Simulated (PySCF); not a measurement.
# Electron correlation in Xe²⁺ (xenon, charge +2)

[Kr] 4d10 5s2 5p4, high-spin 3P determinant. Calculation: PySCF 2.14, in def2-SVP with the def2 core potential (28 electrons); a scalar-relativistic core potential. Frozen: 4s2 4p6 4d10; 6 electrons correlated.

MP2 pair energies summed by pair of shells (mhartree):

| pair | energy | share (%) |
| --- | --- | --- |
| 5p-5p | -41.71 | 46.2 |
| 5s-5p | -41.69 | 46.2 |
| 5s-5s | -6.88 | 7.6 |

Total MP2 correlation energy: -90.27 mhartree.

Same-spin part -20.11 and opposite-spin part -70.16 mhartree; SCS-MP2 scales them by 1/3 and 6/5 to -90.90 mhartree.

```tsv
level	correlation energy (mhartree)
CCSD	-108.14
(T)	-2.57
CCSD(T)	-110.71
```

Diagnostics: T1 = 0.0066, D1 = 0.0203, largest double amplitude 0.044.

Problem. Is a single reference adequate?

Solution. Yes, within this model without spin-orbit coupling: T1 lies below 0.03 and no double amplitude reaches 0.07.
